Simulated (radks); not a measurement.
Values are calculated unless marked as measured or tabulated.
Species: Gd I. Configuration: [Xe] 4f8 6s2 (not the ground configuration). Code: a radial shooting solver on a logarithmic mesh with Libxc functionals. Model: scalar-relativistic Kohn-Sham, BLYP, spin-polarised, spherical densities, finite nucleus; open shells are filled with parallel spins first (spin-orbit coupling, left out, can overturn this in heavy ions); Fermi nuclear charge, rms radius 5.1569 fm.

Unscreened Slater integrals over Kohn-Sham orbitals (cm^-1). They are taken over the spin-up orbitals.

F0(6s,6s): 47760
F0(6s,4f): 62563
G3(6s,4f): 2201.3
F0(6s,5p): 60270
G1(6s,5p): 4181.8
F0(4f,4f): 226990
F2(4f,4f): 104590
F4(4f,4f): 65021
F6(4f,4f): 46613
F0(4f,5p): 147740
F2(4f,5p): 51877
G2(4f,5p): 29120
G4(4f,5p): 21928
F0(5p,5p): 124390
F2(5p,5p): 66588

Derived for the open shells (J is the average intra-shell exchange parameter used in DFT+U). 4f: F4/F2 = 0.622, F6/F2 = 0.446, J = (286 F2 + 195 F4 + 250 F6)/6435 = 8430 cm^-1.
